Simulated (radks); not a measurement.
Values are calculated unless marked as measured or tabulated.
Question: Isoelectronic series with 4 electrons, each ion in its NIST ground configuration. Level of theory: Dirac Kohn-Sham, PBE, spin-unpolarised, spherical densities, finite nucleus; Fermi nuclear charge, rms radius of each element as measured or else 0.836 A^(1/3) + 0.57 fm (a radial shooting solver on a logarithmic mesh with Libxc functionals). Total energies (hartree) and orbital eigenvalues (eV):

ion,configuration,E (hartree),2s1/2,1s1/2
Be,[He] 2s2,-14.63287,-5.6097,-106.2120
B+,[He] 2s2,-24.30114,-19.5107,-193.6234
C2+,[He] 2s2,-36.47795,-40.3784,-308.5377
N3+,[He] 2s2,-51.16299,-68.1239,-450.8257
O4+,[He] 2s2,-68.35793,-102.7220,-620.4599
F5+,[He] 2s2,-88.06536,-144.1669,-817.4461
Ne6+,[He] 2s2,-110.28849,-192.4614,-1041.805
Mg8+,[He] 2s2,-162.29726,-309.6308,-1572.774
Al9+,[He] 2s2,-192.09176,-378.5281,-1879.465
Si10+,[He] 2s2,-224.41967,-454.3188,-2213.690
P11+,[He] 2s2,-259.28659,-537.0188,-2575.504
S12+,[He] 2s2,-296.69853,-626.6459,-2964.967
Cl13+,[He] 2s2,-336.66198,-723.2190,-3382.142
Ar14+,[He] 2s2,-379.18392,-826.7591,-3827.099
K15+,[He] 2s2,-424.27179,-937.2883,-4299.912
Ca16+,[He] 2s2,-471.93345,-1054.830,-4800.660
Ti18+,[He] 2s2,-575.01220,-1311.057,-5886.301
V19+,[He] 2s2,-630.44758,-1449.797,-6471.379
Cr20+,[He] 2s2,-688.49323,-1595.662,-7084.758
Mn21+,[He] 2s2,-749.15954,-1748.682,-7726.543

Estimate the row of Sc17+ ([He] 2s2).

Answer: E (hartree) -522.17729; 2s1/2 -1179.411; 1s1/2 -5329.426.
